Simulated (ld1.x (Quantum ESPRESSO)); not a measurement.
# An all-electron radial function and its pseudo partner (chlorine)

Columns: radius, all-electron u(r) and pseudo u(r) of the 3s shell (level -20.69 eV) of chlorine in the configuration [Ne] 3s1.75 3p5.25; PBE, non-relativistic, TM scheme, ld1.x (Quantum ESPRESSO) 7.5.

```
r (bohr)  all-electron  pseudo
   0.072        0.1941  0.0368
   0.145       -0.1011  0.0745
   0.217       -0.3413  0.1127
   0.290       -0.4344  0.1530
   0.362       -0.3995  0.1949
   0.435       -0.2810  0.2407
   0.507       -0.1212  0.2905
   0.580        0.0554  0.3471
   0.652        0.2255  0.4106
   0.725        0.3826  0.4833
   0.798        0.5185  0.5632
   0.870        0.6300  0.6448
   0.942        0.7194  0.7222
   1.015        0.7882  0.7884
   1.088        0.8369  0.8369
   1.160        0.8675  0.8675
   1.232        0.8831  0.8831
   1.305        0.8860  0.8860
   1.378        0.8782  0.8782
   1.450        0.8621  0.8621
   1.522        0.8395  0.8395
   1.595        0.8115  0.8115
   1.668        0.7797  0.7797
   1.740        0.7458  0.7458
   1.812        0.7103  0.7103
   1.885        0.6735  0.6735
```

Problem. How many radial nodes do the two functions have?

Solution. The all-electron 3s function has n − l − 1 = 2; the pseudo-wave has 0, since the states of the same l below it are removed with the core.

Problem. At about which radius was the pseudo-wave matched?

Solution. 1.10 bohr. The columns agree to 0.0005 from 1.01 bohr on; several derivatives are matched, so the curves merge somewhat inside the radius.

Problem. Where does each function peak?

Solution. Outermost all-electron maximum near 1.30 bohr, pseudo maximum near 1.30 bohr (to the table’s step).

Problem. Is the pseudo-wave norm-conserving?

Solution. Yes: the TM scheme keeps the norm inside the radius equal to the all-electron one, which fixes the energy derivative of the logarithmic derivative at the level.
